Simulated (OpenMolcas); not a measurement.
Cu⁶⁺.

* Program: OpenMolcas
* Basis: ANO-L-VTZP [6s5p3d2f1g]
* Scalar Hamiltonian: non-relativistic, point nucleus
* Active space: 5 electrons in 5 orbitals (3d)
* State averaging: 2S+1 = 6 even, 1 root; 2S+1 = 4 even, 24 roots; 2S+1 = 2 even, 75 roots
* Spin-orbit coupling: RASSI with atomic mean-field integrals over the reference wave functions, term energies averaged over their components

Two sets of levels on these reference wave functions, in cm-1 above 3d5 6S 5/2: one from CASSCF and one from MS-CASPT2, IPEA 0.25 Eh, imaginary shift 0.1 Eh (closed shells correlated: 3s 3p).

| Level | Set 1 | Set 2 |
| --- | --- | --- |
| 3d5 6S 5/2 | 0.0 | 0.0 |
| 3d5 4G 5/2 | 48030 | 51230 |
| 3d5 4G 7/2 | 48160 | 51340 |
| 3d5 4G 11/2 | 48210 | 51370 |
| 3d5 4G 9/2 | 48240 | 51410 |
| 3d5 4P 5/2 | 52550 | 58620 |
| 3d5 4P 3/2 | 52870 | 58920 |
| 3d5 4P 1/2 | 53240 | 59290 |
| 3d5 4D 7/2 | 57530 | 63680 |
| 3d5 4D 1/2 | 57910 | 64040 |
| 3d5 4D 3/2 | 58190 | 64330 |
| 3d5 4D 5/2 | 58240 | 64380 |
| 3d5 2I 11/2 | 70290 | 73080 |
| 3d5 2I 13/2 | 70620 | 73360 |
| 3d5 2D 5/2(1) [60 %] | 73470 | 81240 |
| 3d5 2D 3/2(1) | 74890 | 82810 |

**Question.** Which set is which?

**Answer.** Set 1 is MS-CASPT2. Its levels of the other terms of 3d5 lie at 0.90 to 0.96 of the other set's values, as expected, since terms of lower spin or lower L gain more correlation energy than the Hund ground term. Against 10 measured levels (the list in Gamrath, thesis, University of Mons (2023)) the mean absolute deviation is 2000 cm-1 with it and 7700 cm-1 without; single levels miss by up to 2700 cm-1 with it.

Term energies are means over components that CASPT2 splits; among the terms shown or strongly mixed into the levels shown the widest spread is 690 cm-1 (3d5 4F, MS-CASPT2). Without dynamic correlation excited terms often stand tens of per cent too high (terms of higher spin than the ground term too low), and those without a measured partner can miss by more than the paired ones (holds for CASSCF). Blocks of more than 70 roots (2S+1 = 2 even) ran without multistate coupling (holds for MS-CASPT2). Computed and measured levels are paired by configuration, term and J; levels that our copy of the source lacks, or whose pairing is in doubt (as where it misses far off the trend of its configuration), stay unpaired and out of the deviations. Levels of configurations outside the active space are missing. Levels that lie high or do not pair safely by name in every column are left out.

A share in square brackets marks a mixed level and gives the weight of the term that names it, the lowest over the columns. A number in round brackets counts repeated terms of one configuration in the order of the reference energies.
